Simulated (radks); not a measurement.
Q: The mean radii <r> (bohr) of the occupied orbitals of an atom or ion are listed with their occupations. Method: scalar-relativistic Kohn-Sham, SCAN, spin-polarised, spherical densities, finite nucleus; meta-GGA in the generalised Kohn-Sham scheme; Fermi nuclear charge, rms radius of each element as measured or else 0.836 A^(1/3) + 0.57 fm; computed with a radial shooting solver on a logarithmic mesh with Libxc functionals.

orbital  occ.     <r>
1s down     1  0.2267
1s up       1  0.2266
3d up       1   2.128

Name the element and its charge. Open shells, if any, are filled with parallel spins first.

A: Z = 7, nitrogen, charge +4: N4+ in [He] 3d1. The 1s radius gives Z: for a bare nucleus <r> = (2 gamma + 1)/(2Z) with gamma = sqrt(1 - (Z/c)^2), 0.2141 bohr for Z = 7, and screening makes it slightly larger (0.2267 here). The occupations add up to 3, and the charge is Z minus that.
